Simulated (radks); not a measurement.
Spherical quantum dot in the effective-mass picture: electrons in a hard-walled sphere of radius 1.28, with a point charge +2 (a donor) at the centre, all in effective atomic units (hartree* = m*/eps^2 hartree, bohr* = eps/m* bohr), one dielectric constant everywhere. Calculated with a radial shooting solver with Libxc functionals: non-relativistic Kohn-Sham, exchange-only LDA, spin-polarised, spherical densities. Levels are named by radial order and angular momentum (1s, 1p, 1d, 2s, ...), and open shells are averaged over m.

N = 23, configuration 1s2 1p6 1d10 2s2 1f(up 3, down 0). This is the lowest configuration that the search found. Occupied and some empty levels:

level    occupation  eigenvalue (hartree*)  <r> (bohr*)
1s up             1                 24.880       0.6906
1s down           1                 24.979       0.6867
1p up             3                 27.553       0.8129
1p down           3                 27.682       0.8116
1d up             5                 30.979       0.8693
1d down           5                 31.121       0.8687
2s up             1                 32.509       0.5870
2s down           1                 32.578       0.5894
1f up             3                 35.290       0.9082
1f down           0                 35.438       0.9079
2p up             0                 39.701       0.6670
2p down           0                 39.777       0.6673
1g up             0                 40.447       0.9379
1g down           0                 40.599       0.9378
2d up             0                 46.776       0.7263
2d down           0                 46.864       0.7262

Energy (hartree*): total 415.971, kinetic 218.08, external -65.579, Hartree 289.84, exchange-correlation -26.371.
